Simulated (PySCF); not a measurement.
## Calculated data, CH$_{5}$BNSi, BH$_{2}$NOSi, CH$_{7}$NSi, H$_{5}$N$_{2}$Si and others

All values are calculated (PySCF 2.14.0). Calculation on a computer-drawn molecule: the log of a Hartree-Fock and frozen-core CCSD(T) single point meant for a local Hartree-Fock minimum, with one planted fault or none, to be diagnosed. Offsets are logged minus clean, where the clean run is the same molecule without the fault. The reference is restricted for singlets and unrestricted otherwise, and also for a bond in bohr or an excited solution. Adding or removing an electron swaps singlet and doublet. The excited solution moves the top pair (singlet) or top alpha electron (doublet) to the lowest empty orbital. Highest occupied and lowest empty are orbital energies over both spins, largest force is the largest gradient component, triples share is (T) over the correlation energy, the T1 limit is 0.02 restricted and 0.045 unrestricted, electrons count all cores, a negative frequency is imaginary (commonest isotopes), and the dipole is about the centre of nuclear charge.

Common to all runs: meant basis cc-pV(D+d)Z; logged SCF converged yes; possible faults no fault, one electron removed, one electron added, multiplicity raised by two, geometry at a saddle point, SCF held on an excited solution, minimal basis STO-3G, one bond length entered in bohr, all coordinates scaled.

(1) 
```xyz
9
formula=CH5BNSi meant_charge=1 meant_multiplicity=1 logged_electrons=36 logged_basis_functions=90 logged_spin_squared=0.9151 logged_highest_occupied=-15.494 logged_lowest_empty=-6.6653 logged_largest_force=0.035431 logged_T1_diagnostic=0.037327 logged_D1_diagnostic=0.18419 logged_triples_share=0.037303 logged_CC_converged=yes logged_dipole_magnitude=2.3008 logged_SCF_stable_within_its_kind=yes logged_energy_HF=-408.45867 logged_energy_CCSD(T)=-408.96032 planted_fault=one_bond_length_entered_in_bohr,row_1_of_the_drawn_bonds HF_energy_offset_from_clean_run=78.05 CCSD(T)_energy_offset_from_clean_run=92.45
C     -1.1887     0.3495    -0.1288
Si    -1.5563     1.6617     3.0474
B     -2.3883     3.4073     3.4245
N     -2.9033     4.4855     3.6468
H     -1.6858    -0.6270    -0.1665
H     -0.1226     0.1691    -0.3120
H     -1.5924     1.0027    -0.9014
H     -1.0661     0.8808     4.1846
H     -3.3227     5.3651     3.8345
```

Units: logged_highest_occupied, logged_lowest_empty in eV; logged_largest_force in hartree/bohr; logged_dipole_magnitude in debye; logged_energy_HF, logged_energy_CCSD(T) in hartree; HF_energy_offset_from_clean_run, CCSD(T)_energy_offset_from_clean_run in kcal/mol.

Drawn bonds:
```csv
atom,other atom,order
1,2,1
2,3,1
3,4,2
1,5,1
1,6,1
1,7,1
2,8,1
4,9,1
```

(2) 
```xyz
6
formula=BH2NOSi meant_charge=0 meant_multiplicity=1 logged_electrons=37 logged_basis_functions=75 logged_spin_squared=0.7694 logged_highest_occupied=-0.50267 logged_lowest_empty=7.9137 logged_largest_force=0.042009 logged_T1_diagnostic=0.019506 logged_D1_diagnostic=0.056902 logged_triples_share=0.031294 logged_CC_converged=yes logged_dipole_magnitude=3.7511 logged_SCF_stable_within_its_kind=yes logged_energy_HF=-444.14306 logged_energy_CCSD(T)=-444.69833 planted_fault=one_electron_added HF_energy_offset_from_clean_run=3.964 CCSD(T)_energy_offset_from_clean_run=4.437
N     -1.6454     0.6897     0.3462
Si    -1.0301    -0.4402    -0.7603
B      0.9427     0.2184    -0.6503
O      2.0781     0.5706    -0.6103
H     -1.1516     1.4058     0.8451
H     -2.6228     0.6943     0.5746
```

Units: logged_highest_occupied, logged_lowest_empty in eV; logged_largest_force in hartree/bohr; logged_dipole_magnitude in debye; logged_energy_HF, logged_energy_CCSD(T) in hartree; HF_energy_offset_from_clean_run, CCSD(T)_energy_offset_from_clean_run in kcal/mol.

Drawn bonds:
```csv
atom,other atom,order
1,2,1
2,3,1
3,4,2
1,5,1
1,6,1
```

(3) 
```xyz
10
formula=CH7NSi meant_charge=0 meant_multiplicity=1 logged_electrons=34 logged_basis_functions=86 logged_spin_squared=2.0095 logged_highest_occupied=-2.5 logged_lowest_empty=0.60005 logged_largest_force=0.063106 logged_T1_diagnostic=0.029117 logged_D1_diagnostic=0.12593 logged_triples_share=0.028614 logged_CC_converged=yes logged_dipole_magnitude=1.7132 logged_SCF_stable_within_its_kind=yes logged_energy_HF=-385.09124 logged_energy_CCSD(T)=-385.56393 planted_fault=multiplicity_raised_by_two HF_energy_offset_from_clean_run=142.3 CCSD(T)_energy_offset_from_clean_run=150.7
N     -0.0338    -0.4192     0.1755
C     -0.6972     0.7463    -0.4069
Si    -1.4329     1.8301     0.9583
H      0.2886    -1.0407    -0.5470
H      0.7874    -0.1365     0.6837
H     -1.5286     0.3991    -1.0283
H     -0.0553     1.3505    -1.0649
H     -1.9843     3.0780     0.3730
H     -2.5133     1.1147     1.6738
H     -0.3735     2.1946     1.9331
```

Units: logged_highest_occupied, logged_lowest_empty in eV; logged_largest_force in hartree/bohr; logged_dipole_magnitude in debye; logged_energy_HF, logged_energy_CCSD(T) in hartree; HF_energy_offset_from_clean_run, CCSD(T)_energy_offset_from_clean_run in kcal/mol.

Drawn bonds:
```csv
atom,other atom,order
1,2,1
2,3,1
1,4,1
1,5,1
2,6,1
2,7,1
3,8,1
3,9,1
3,10,1
```

(4) 
```xyz
8
formula=H5N2Si meant_charge=0 meant_multiplicity=2 logged_electrons=33 logged_basis_functions=76 logged_spin_squared=0.7967 logged_highest_occupied=-2.1642 logged_lowest_empty=-0.22711 logged_largest_force=0.059426 logged_dipole_magnitude=1.3407 logged_SCF_stable_within_its_kind=no logged_energy_HF=-400.56412 planted_fault=SCF_held_on_an_excited_solution HF_energy_offset_from_clean_run=125.2
N     -2.0061    -1.8806    -0.1263
Si    -0.9920    -1.0850    -1.2667
N      0.1952    -0.2335    -0.3549
H     -2.4172    -1.3539     0.6240
H     -2.6217    -2.6108    -0.4288
H     -1.6314    -0.0446    -2.1283
H      0.7141     0.5021    -0.7972
H      0.7811    -0.7409     0.2822
```

Units: logged_highest_occupied, logged_lowest_empty in eV; logged_largest_force in hartree/bohr; logged_dipole_magnitude in debye; logged_energy_HF in hartree; HF_energy_offset_from_clean_run in kcal/mol.

Drawn bonds:
```csv
atom,other atom,order
1,2,1
2,3,1
1,4,1
1,5,1
2,6,1
3,7,1
3,8,1
```

Notes: coupled-cluster numbers left out as unreliable.

(5) 
```xyz
8
formula=B2ClH4Si meant_charge=0 meant_multiplicity=2 logged_electrons=45 logged_basis_functions=94 logged_spin_squared=0.7616 logged_highest_occupied=-4.1298 logged_lowest_empty=-2.4834 logged_largest_force=0.050404 logged_dipole_magnitude=3.8689 logged_SCF_stable_within_its_kind=no logged_energy_HF=-799.95611
Si    -1.6164    -2.2943     3.4778
B     -1.3999    -1.4275     1.7462
B     -1.7839     0.1885     1.4261
Cl    -0.5644     1.4584     1.6590
H     -1.2886    -3.7099     3.7302
H     -2.1272    -1.6199     4.6869
H     -0.9741    -2.1164     0.8580
H     -2.8468     0.5667     1.0272
```

Units: logged_highest_occupied, logged_lowest_empty in eV; logged_largest_force in hartree/bohr; logged_dipole_magnitude in debye; logged_energy_HF in hartree.

Drawn bonds:
```csv
atom,other atom,order
1,2,1
2,3,1
3,4,1
1,5,1
1,6,1
2,7,1
3,8,1
```

Notes: coupled-cluster numbers left out as unreliable.

(6) 
```xyz
7
formula=BH4NSi meant_charge=0 meant_multiplicity=1 logged_electrons=30 logged_basis_functions=71 logged_spin_squared=0.8769 logged_highest_occupied=-7.6049 logged_lowest_empty=0.86061 logged_largest_force=0.0092463 logged_T1_diagnostic=0.047051 logged_D1_diagnostic=0.20106 logged_triples_share=0.035815 logged_CC_converged=yes logged_dipole_magnitude=1.7671 logged_SCF_stable_within_its_kind=yes logged_energy_HF=-370.31911 logged_energy_CCSD(T)=-370.69464
B     -1.1261     3.1947     1.0258
N     -1.0991     2.5951    -0.2637
Si    -0.5196     1.0400    -0.7947
H     -1.5832     4.2996     1.1531
H     -0.6949     2.5956     1.9691
H     -1.4805     3.1666    -0.9979
H      0.3436     0.1241     1.7730
```

Units: logged_highest_occupied, logged_lowest_empty in eV; logged_largest_force in hartree/bohr; logged_dipole_magnitude in debye; logged_energy_HF, logged_energy_CCSD(T) in hartree.

Drawn bonds:
```csv
atom,other atom,order
1,2,1
2,3,1
1,4,1
1,5,1
2,6,1
3,7,1
```

Notes: T1 above single-reference limit.

## Withheld values
1. Which fault was planted in the run of B$_{2}$ClH$_{4}$Si (entry 5)?
2. Give the missing planted fault for BH$_{4}$NSi (entry 6).

## Answers
1. SCF held on an excited solution
2. one bond length entered in bohr, row 6 of the drawn bonds

Further results for B$_{2}$ClH$_{4}$Si (entry 5):

```
HF energy offset from clean run : 96.83 kcal/mol
```

Further results for BH$_{4}$NSi (entry 6):

```
HF energy offset from clean run      : 55.04 kcal/mol
CCSD(T) energy offset from clean run : 64.15 kcal/mol
```
